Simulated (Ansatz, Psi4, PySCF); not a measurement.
C4H12NSi (SMILES CN(C)[Si](C)C), doublet, at a GFN2-xTB geometry. Base run: MP2/STO-3G in PySCF.

PySCF was given this input:
```python
from pyscf import gto, scf, mp

mol = gto.Mole()
mol.atom = '''
    C     1.47598303   -0.63183151    1.36072763
    N     0.90989550    0.02948944    0.21618136
    C     1.92186935    0.55811203   -0.65810281
    Si   -0.67630915   -0.37435750   -0.37449758
    C    -1.82499270   -0.51854130    1.14315112
    C    -1.24713670    1.06935370   -1.48540107
    H     2.10771027   -1.48119756    1.07024335
    H     2.09741409    0.07155301    1.92387189
    H     0.68492818   -0.99481951    2.00938050
    H     1.45884825    1.06972134   -1.49606793
    H     2.57640866   -0.23168633   -1.04883475
    H     2.54635003    1.27194759   -0.11177425
    H    -2.86256635   -0.49757800    0.82559496
    H    -1.67390825   -1.44256320    1.69198787
    H    -1.66892322    0.31080831    1.83079913
    H    -0.76373648    1.06220686   -2.45705957
    H    -2.31690686    1.00487576   -1.65653659
    H    -1.04089684    2.02875314   -1.01415706
'''
mol.basis = 'sto-3g'
mol.spin = 1
mol.verbose = 3
mol.build()

mf = scf.UHF(mol)
mf.kernel()

pt = mp.MP2(mf)
pt.kernel()
print('E(MP2) = %.10f' % pt.e_tot)
```

The same geometry, method and basis name were run in Ansatz (a first-principles code) and Psi4 and PySCF, at each program's defaults and at the settings that a row names. The base is PySCF at its defaults. Differences at the defaults can come from grids, fitting, cores and function types together.

| code and settings | ΔE vs base (µEh) | basis functions | E (Eh) | SCF cycles |
|---|---|---|---|---|
| PySCF, defaults (exact integrals, spherical functions, all electrons correlated) | 0.0 | 46 | -496.24719 | 12 |
| Psi4, defaults (density fitting with its default set, spherical functions, all electrons correlated) | -799 | 46 | -496.24799 | 14 |
| Ansatz, defaults (factorised integrals, spherical functions, frozen core) | 5402 | 46 | -496.24179 | - |
| PySCF, frozen core | 5363 | 46 | -496.24183 | 12 |
| Psi4, exact integrals, spherical functions, frozen core | 5363 | 46 | -496.24183 | 14 |
| Ansatz, high accuracy, frozen core | 5363 | 46 | -496.24183 | - |

Open shells are given as the SCF converged; they aren't shown to be the lowest states, and a large step between rows can be another state.
